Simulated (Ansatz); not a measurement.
## One step, two centres

Four-centre ligand exchange, with the central atom changed down its group and all else kept; in the first member these bonds form or tighten: B–H, H–N; these break or loosen: B–N, H–H.

Gas-phase electronic energies, without zero-point energy, by CCSD(T) at an estimated basis limit (MP2 extrapolated from triple and quadruple zeta, plus CCSD(T) − MP2 in triple zeta); Ansatz 0.2.0, def2-TZVPP and QZVPP, frozen cores, on PBE0-D4/def2-TZVP structures. Extrapolation: Hartree–Fock as exp(−7.88 √X), correlation as X^−2.97. All energies, in kcal/mol, count from the separated reactants, without counterpoise correction; the start and end structures are the complexes reached by relaxing down from the saddle, and deeper ones may exist. Brackets give SMILES, or, where every atom is bracketed, only which atoms are joined. Steps whose reference was doubtful or whose search ended elsewhere are left out.

| reactants | products | start structure | saddle | end structure |
| --- | --- | --- | --- | --- |
| BNH₄ ([BH2][NH2]) + H₂ | BH₃ + NH₃, still joined by a dative B–N bond | -0.31 | ? | -0.17 |
| GaNH₄ ([NH2][GaH2]) + H₂ | GaH₃ + NH₃, still joined by a dative Ga–N bond | -0.63 | 24.62 | -14.12 |

**Question.** What is the height of the saddle for BNH₄ ([BH2][NH2]) + H₂? (To be estimated.)

**Answer.** Computed: 39.94 kcal/mol relative to the separated reactants, the higher of the two; above its start structure the barrier is 39.94 − (-0.31) ≈ 40.25 kcal/mol.

The T1 diagnostic stays at or below 0.015. The filled d shells of Ga are correlated in sets not built for that, so values that involve them are less sure.

For scale, one of the runs: CCSD(T)/def2-TZVPP, 163 basis functions, launched by `ansatz run in.yaml --threads 2 --pin off --events-out ev --progress --plain --max-ram 4352MiB`. Time: 34 s of wall clock on 2 CPU threads of an Intel Xeon Platinum 8375C; the host was shared. Peak host memory: 1.2 GiB.
